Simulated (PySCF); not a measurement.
C₄H₁₀As (SMILES [CH2]C(C)(C)[AsH2]), doublet, geometry from GFN2-xTB. Base run: DF-B3LYP/cc-pVDZ in PySCF.

Here is a job for PySCF.
```python
from pyscf import gto, scf, dft

mol = gto.M(
    atom='''
C    -1.39971709   -0.02774727    1.36922598
C    -0.97812280    0.12996158    0.02429981
C    -1.15233389    1.53356131   -0.53733861
C    -1.49034675   -0.93643955   -0.93293301
As    1.18561052   -0.16271413    0.00291320
H    -1.39896124    0.80490829    2.04952295
H    -1.64575139   -0.99849019    1.76069133
H    -2.21201114    1.76154937   -0.65414947
H    -0.67256403    1.62200928   -1.51394067
H    -0.71436310    2.27203018    0.13412416
H    -1.00997176   -0.84356970   -1.90882687
H    -2.56686577   -0.83152136   -1.06945470
H    -1.28979208   -1.93286927   -0.53933096
H     1.39548342    0.69269203    1.21828712
H     1.11277329   -1.37318878    0.88741642
''',
    basis='cc-pvdz',
    spin=1,
    verbose=4,
)

mf = dft.UKS(mol)
mf.xc = 'b3lyp'
mf = mf.density_fit(auxbasis='def2-universal-jkfit')
mf.kernel()
mf.analyze()
```

The base run was repeated with changes; each row names its change, and settings that it needs were set with it.

| change | ΔE vs base (µEh) | SCF cycles | <S^2> |
|---|---|---|---|
| base | 0.0 | 12 | 0.762 |
| diis_space = 20 | 0.0 | 12 | 0.762 |
| diis_space = 4 | 0.0 | 14 | 0.762 |
| diis_space = 2 | 0.0 | 19 | 0.762 |
| DIIS = ADIIS | 0.0 | 17 | 0.762 |
| diis_space = 12 | 0.0 | 12 | 0.762 |
| conv_tol = 1e-11 | 0.0 | 14 | 0.762 |
| diis = off; damp = 0.6 (with mf.diis_start_cycle = 200; with mf.max_cycle = 150) | 0.0 | 28 | 0.762 |
| conv_tol = 1e-7 | 0.0 | 9 | 0.762 |
| init_guess = sap | 0.0 | 17 | 0.762 |
| level_shift = 1.0 (with mf.max_cycle = 100) | 0.0 | 44 | 0.762 |
| level_shift = 0.1 (with mf.max_cycle = 100) | 0.0 | 14 | 0.762 |
| conv_tol_grad = 1e-3 | 0.0 | 12 | 0.762 |

Open shells are given as the SCF converged; they aren't shown to be the lowest states, and a large step between rows can be another state.
